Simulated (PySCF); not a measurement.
## InH: one state, many levels of theory

State: ¹Σ⁺ (singlet), closed shell. Set-up: PySCF, scalar-relativistic core potentials, basis sets In cc-pVTZ-PP with ECP28, H cc-pVTZ. De refers to In + H in their high-spin ground configurations, without counterpoise correction. A positive dipole means In(−)H(+).

| Level | Re (Å) | ωe (cm⁻¹) | De (eV) | μ (D) |
| --- | --- | --- | --- | --- |
| RHF | 1.849 | 1523 | 1.82 | -0.50 |
| RHF-MP2 | 1.833 | 1536 | 2.57 | n/a |
| RHF-SCS-MP2 | 1.839 | 1519 | 2.68 | n/a |
| RHF-CCSD | 1.845 | 1494 | 2.72 | n/a |
| RHF-CCSD(T) | 1.846 | 1487 | 2.74 | n/a |
| PBE | 1.877 | 1390 | 2.64 | -0.91 |
| BP86 | 1.876 | 1391 | 2.79 | -0.94 |
| TPSS | 1.864 | 1434 | 2.83 | -0.87 |
| r²SCAN | 1.853 | 1457 | 2.66 | -0.76 |
| PBE0 | 1.856 | 1458 | 2.61 | -0.76 |
| MN15 | 1.846 | 1482 | 2.71 | -0.84 |
| CAM-B3LYP | 1.846 | 1485 | 2.74 | -0.77 |

**Question.** Which functional lies closest to RHF-CCSD(T) in De, which farthest, and by how much do they differ from it?

**Answer.** Closest is CAM-B3LYP (+0.0 pm in Re, -0.1 % in ωe, +0.00 eV in De against RHF-CCSD(T) in the same basis), farthest PBE0 (+1.0 pm in Re, -2.0 % in ωe, -0.13 eV in De). CCSD(T) converges more slowly with the basis than the functionals do and binds too weakly in this one, so the order can change at the basis-set limit.

**Question.** What does a quarter of exact exchange do here, going from PBE to PBE0?

**Answer.** PBE0 less PBE: -2.1 pm in Re, +4.9 % in ωe, -0.03 eV in De. Exact exchange removes part of the self-interaction that spreads semilocal densities, and in most molecules shortens and stiffens the bond and lowers De; so it does here.

**Question.** What does second-order correlation do here, going from RHF to RHF-MP2?

**Answer.** RHF-MP2 less RHF: -1.6 pm in Re, +0.9 % in ωe, +0.75 eV in De. Correlation nearly always deepens the well. The bond shortens, as in weak, metallic or heavy-atom bonds, where dispersion and the correlation of outer-core electrons pull the atoms together.

Correlated steps freeze 4 core orbitals. Spin–orbit coupling is left out, which matters for elements this heavy, above all for dissociation energies. Where the molecule has an RHF reference, its open-shell atoms are computed with UHF.

The whole job (state search and all levels along the bond) took about 1.8 min on 1 thread of Intel Xeon Platinum 8488C (shared host), peak memory 0.65 GiB.
